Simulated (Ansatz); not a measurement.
Basis-set extrapolation for AlFH3NSi (`[F][Al]1[NH][SiH2]1`) (PBE0-D4/def2-TZVP geometry, frozen core, Ansatz 0.2.0). Multiplicity 1, RHF reference.

```tsv
	def2-TZVPP	def2-QZVPP
HF	-686.652380	-686.676100
MP2 correlation	-0.651475	-0.705557
CCSD(T) correlation	-0.700331	not run
```

Energies in hartree. Use E(X) = E(∞) + A·exp(−7.88·√X) for Hartree–Fock and E(X) = E(∞) + B·X^(−2.97) for correlation, with X = 3 and 4, and add CCSD(T) minus MP2 of the smaller set to the MP2 limit.

Task: What is the CCSD(T) energy at the basis-set limit?

Result: HF limit: -686.676100 + (-0.023720) × 0.13774 = -686.67937. MP2 limit: -0.705557 + (-0.054082) × 0.74074 = -0.74562. Higher-order term: -0.700331 − (-0.651475) = -0.04886. Total: -687.47385 hartree, 318.1 kJ/mol below CCSD(T)/def2-TZVPP.
